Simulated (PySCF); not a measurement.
PySCF input for BF₃H₃N, SMILES F[B-](F)(F)[NH3+], PBE-D3(BJ)/def2-SVP. Geometry optimised at PBE-D3(BJ)/def2-SVP.

```python
import numpy as np
from pyscf import gto, scf, dft, df
from pyscf.hessian import thermo

mol = gto.M(
    atom='''
    B     0.00000001    0.00000000   -0.22272297
    F     1.15946135    0.66941532   -0.54662045
    F    -1.15946135    0.66941532   -0.54662048
    F     0.00000001   -1.33883065   -0.54662046
    N    -0.00000001    0.00000001    1.47911610
    H    -0.00000001    0.96444513    1.83951822
    H    -0.83523400   -0.48222257    1.83951821
    H     0.83523397   -0.48222256    1.83951823
    ''',
    basis='def2-SVP',
    charge=0,
    spin=0,
    max_memory=1600,
    verbose=3,
)
mf = dft.RKS(mol, xc='pbe').density_fit(auxbasis='def2-universal-jkfit')
mf.disp = 'd3bj'
mf.grids.level = 3
mf.conv_tol = 1e-11
mf.max_cycle = 100
mf.kernel()

# [left out here: the lines that compute and print the analytic Hessian (its translational invariance restored by hand, since the grid's response is missing), thermochemistry and intensities]
```

Output:

```
converged SCF energy = -380.468860204216

WARN: DFTD3 does not support analytical Hessian, using finite difference


WARN: Mole.unit (angstrom) is changed to Bohr

Mode                                 0                   1                   2
Irrep
Freq [cm^-1]                       87.3614            260.1814            260.2764
Reduced mass [au]                   1.0342              3.5609              3.5617
Force const [Dyne/A]                0.0047              0.1420              0.1422
Char temp [K]                     125.6936            374.3431            374.4798
Normal mode                   x     y     z       x     y     z       x     y     z
       0   B                 0.00  0.00  0.00    0.00 -0.05 -0.00   -0.05 -0.00 -0.00
       1   F                 0.01 -0.02 -0.00    0.02 -0.04  0.06   -0.02  0.02  0.11
       2   F                 0.01  0.02  0.00   -0.02 -0.04  0.06   -0.02 -0.02 -0.11
       3   F                -0.02  0.00  0.00    0.00 -0.01 -0.13   -0.05 -0.00 -0.00
       4   N                -0.00 -0.00 -0.00   -0.00  0.11  0.00    0.11  0.00  0.00
       5   H                -0.57 -0.00  0.00   -0.00  0.21 -0.25    0.22  0.00 -0.00
       6   H                 0.28 -0.49 -0.00   -0.01  0.22  0.13    0.21 -0.01  0.22
       7   H                 0.28  0.49  0.00    0.01  0.22  0.13    0.21  0.01 -0.22
Mode                                 3                   4                   5
Irrep
Freq [cm^-1]                      423.6439            436.3252            436.3299
Reduced mass [au]                   4.8016              7.4015              7.4036
Force const [Dyne/A]                0.5077              0.8302              0.8305
Char temp [K]                     609.5292            627.7748            627.7815
Normal mode                   x     y     z       x     y     z       x     y     z
       0   B                 0.00 -0.00 -0.02   -0.09  0.00  0.00   -0.00 -0.09 -0.00
       1   F                -0.03 -0.01 -0.06   -0.05 -0.10  0.01   -0.10  0.07  0.00
       2   F                 0.03 -0.01 -0.06   -0.05  0.10 -0.01    0.10  0.07  0.00
       3   F                -0.00  0.03 -0.06    0.13  0.00  0.00    0.00 -0.11 -0.01
       4   N                -0.00 -0.00  0.21   -0.01  0.00  0.00   -0.00 -0.01 -0.00
       5   H                -0.00 -0.01  0.23    0.08 -0.00  0.00    0.00  0.07 -0.21
       6   H                 0.01  0.00  0.23    0.07 -0.00  0.18   -0.00  0.08  0.11
       7   H                -0.01  0.00  0.23    0.07  0.00 -0.18    0.00  0.08  0.10
Mode                                 6                   7                   8
Irrep
Freq [cm^-1]                      656.6154            760.0688            760.0944
Reduced mass [au]                  12.0525              1.5471              1.5470
Force const [Dyne/A]                3.0616              0.5266              0.5266
Char temp [K]                     944.7234           1093.5697           1093.6067
Normal mode                   x     y     z       x     y     z       x     y     z
       0   B                 0.00 -0.00  0.20    0.00 -0.01 -0.00   -0.01 -0.00 -0.00
       1   F                -0.08 -0.05 -0.02    0.03  0.01 -0.02    0.04  0.03 -0.04
       2   F                 0.08 -0.05 -0.02   -0.03  0.01 -0.02    0.04 -0.03  0.04
       3   F                 0.00  0.09 -0.02    0.00  0.06  0.04   -0.01  0.00  0.00
       4   N                -0.00 -0.00 -0.05    0.00 -0.12  0.00   -0.12 -0.00  0.00
       5   H                 0.00  0.01 -0.07   -0.00  0.11 -0.61    0.17  0.00 -0.00
       6   H                -0.01 -0.00 -0.07   -0.03  0.16  0.30    0.13 -0.03  0.53
       7   H                 0.01 -0.00 -0.07    0.03  0.16  0.31    0.13  0.03 -0.53
Mode                                 9                  10                  11
Irrep
Freq [cm^-1]                      869.6534           1227.6041           1259.4118
Reduced mass [au]                  14.1194              1.2138              8.9490
Force const [Dyne/A]                6.2916              1.0777              8.3630
Char temp [K]                    1251.2376           1766.2490           1812.0132
Normal mode                   x     y     z       x     y     z       x     y     z
       0   B                -0.00 -0.00 -0.20    0.00  0.00 -0.01    0.04 -0.26  0.00
       1   F                -0.08 -0.04  0.04   -0.00 -0.00  0.00    0.02  0.03 -0.01
       2   F                 0.08 -0.04  0.04    0.00 -0.00  0.00   -0.04  0.03 -0.01
       3   F                 0.00  0.09  0.04   -0.00  0.00  0.00   -0.00  0.08  0.02
       4   N                -0.00  0.00 -0.02    0.00  0.00  0.11   -0.00  0.03  0.00
       5   H                -0.00 -0.01 -0.00   -0.00  0.20 -0.48    0.01 -0.02  0.12
       6   H                 0.01  0.00 -0.00   -0.17 -0.10 -0.48    0.02 -0.06 -0.05
       7   H                -0.01  0.00 -0.00    0.17 -0.10 -0.48   -0.01 -0.05 -0.08
Mode                                12                  13                  14
Irrep
Freq [cm^-1]                     1259.4124           1561.2269           1561.2532
Reduced mass [au]                   8.9490              1.0542              1.0542
Force const [Dyne/A]                8.3630              1.5140              1.5140
Char temp [K]                    1812.0140           2246.2580           2246.2958
Normal mode                   x     y     z       x     y     z       x     y     z
       0   B                -0.26 -0.04  0.00   -0.01  0.00 -0.00    0.00  0.01  0.00
       1   F                 0.07  0.03 -0.02    0.00 -0.00 -0.00    0.00 -0.00  0.00
       2   F                 0.06 -0.02  0.01    0.00  0.00  0.00   -0.00 -0.00  0.00
       3   F                 0.01  0.01  0.00    0.00 -0.00 -0.00   -0.00 -0.00 -0.00
       4   N                 0.03  0.00  0.00   -0.06  0.00 -0.00    0.00  0.06 -0.00
       5   H                -0.07 -0.00  0.02    0.72  0.00 -0.00   -0.00  0.15 -0.29
       6   H                -0.03  0.01 -0.11    0.07 -0.38 -0.25    0.38 -0.50  0.14
       7   H                -0.04 -0.03  0.10    0.07  0.38  0.25   -0.38 -0.51  0.14
Mode                                15                  16                  17
Irrep
Freq [cm^-1]                     3381.1798           3509.9784           3509.9825
Reduced mass [au]                   1.0277              1.0928              1.0928
Force const [Dyne/A]                6.9221              7.9321              7.9321
Char temp [K]                    4864.7649           5050.0774           5050.0833
Normal mode                   x     y     z       x     y     z       x     y     z
       0   B                 0.00 -0.00 -0.00    0.00  0.00 -0.00   -0.00  0.00  0.00
       1   F                -0.00 -0.00  0.00   -0.00 -0.00 -0.00   -0.00 -0.00 -0.00
       2   F                 0.00 -0.00  0.00   -0.00  0.00  0.00    0.00 -0.00 -0.00
       3   F                -0.00  0.00  0.00   -0.00 -0.00  0.00    0.00 -0.00  0.00
       4   N                 0.00  0.00 -0.04    0.08  0.00  0.00   -0.00  0.08  0.00
       5   H                 0.00  0.54  0.18    0.01 -0.00 -0.00   -0.00 -0.73 -0.27
       6   H                -0.47 -0.27  0.18   -0.55 -0.32  0.23   -0.32 -0.17  0.13
       7   H                 0.47 -0.27  0.18   -0.54  0.32 -0.23    0.32 -0.17  0.14
temperature 298.1500 [K]
pressure 101325.00 [Pa]
Rotational constants [GHz] 4.81429 4.58163 4.58163
Symmetry number 3
Zero-point energy (ZPE) 0.05062 [Eh]   132908.700 [J/mol]
                           tot       elec      trans        rot        vib
Entropy [J/mol/K]       306.815      0.000    164.129     97.839     44.847
Cv [J/mol/K]             80.135      0.000     12.472     12.472     55.192
Cp [J/mol/K]             88.450      0.000     20.786     12.472     55.192
Internal energy [J/mol]                      3718.434   3718.434 140691.717
Internal energy [Eh]   -380.41244  -380.46886
Enthalpy [J/mol]                             6197.391   3718.434 140691.717
Enthalpy [Eh]          -380.41150
Gibbs free energy [J/mol]                  -42737.711 -25452.351 127320.582
Gibbs free energy [Eh] -380.44634
static polarisability / bohr^3: [[ 2.0949e+01 -0.0000e+00 -0.0000e+00]
 [ 0.0000e+00  2.0949e+01  1.0000e-03]
 [ 0.0000e+00 -0.0000e+00  2.2249e+01]]
largest difference of analytic and finite-field dipole derivatives / e: 0.000815974867595437
mode   freq/cm-1   IR/(km/mol)   Raman/(A^4/amu)   depolarisation
   1       87.36         0.000             0.000            0.750
   2      260.18        11.540             0.065            0.750
   3      260.28        11.540             0.065            0.750
   4      423.64         0.149             1.265            0.431
   5      436.33         0.306             0.526            0.750
   6      436.33         0.306             0.526            0.750
   7      656.62       113.187             2.259            0.002
   8      760.07         2.750             2.028            0.750
   9      760.09         2.751             2.023            0.750
  10      869.65       236.359             0.699            0.053
  11     1227.60       173.037             3.985            0.304
  12     1259.41       331.619             0.035            0.750
  13     1259.41       331.626             0.035            0.750
  14     1561.23        18.472             7.459            0.750
  15     1561.25        18.474             7.458            0.750
  16     3381.18        12.195            97.915            0.005
  17     3509.98        50.020            43.525            0.750
  18     3509.98        50.017            43.565            0.750
max |gradient| / (hartree/bohr): 0.0002822247980547028
APT charges: [ 1.6854 -0.6228 -0.6228 -0.6228 -0.4232  0.2021  0.2021  0.2021]
```

The calculation finished and met its thresholds.
